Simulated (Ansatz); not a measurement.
`CCCCCC` + `CCCCCS` → `CCCCCSCCCCC` + CH₄  (substitution at a C–C bond)

Gas-phase electronic energies from Ansatz, PBE0-D4/def2-TZVP geometries. CCSD(T)/CBS is the MP2 limit (def2-TZVPP, def2-QZVPP) plus CCSD(T) − MP2 in def2-TZVPP, frozen cores. This one scheme is used for every species. One conformer a species, not always the lowest.

```
          level  ΔE (kcal/mol)
 MP2/def2-TZVPP           -3.2
CCSD/def2-TZVPP           -1.1
  HF/def2-QZVPP            1.6
   HF/CBS(def2)            1.6
```

(1) What does CCSD(T)/CBS give? (Best estimate.)

Largest T1 diagnostic among the species: 0.009.

Answers

(1) The calculation gave: -2.7 kcal/mol. The listed levels differ from it by -0.5, 1.6, 4.3, 4.3 kcal/mol.

The D4 term adds −2.6 kcal/mol with B3LYP and −1.8 kcal/mol with PBE0; it sums over pairs of atoms, weighted by their polarisabilities, and B3LYP, whose exchange is more repulsive, gets the larger term. From PBE to PBE0 (25 % exact exchange), in def2-TZVPP and without D4, ΔE moves by +0.7 kcal/mol. In def2-TZVPP, CCSD(T) changes the Hartree–Fock value by −3.7 kcal/mol (the triples alone add −1.1 kcal/mol) and MP2 by −4.8 kcal/mol.

B3LYP here is the variant with VWN-RPA as its local correlation; programs differ in this.
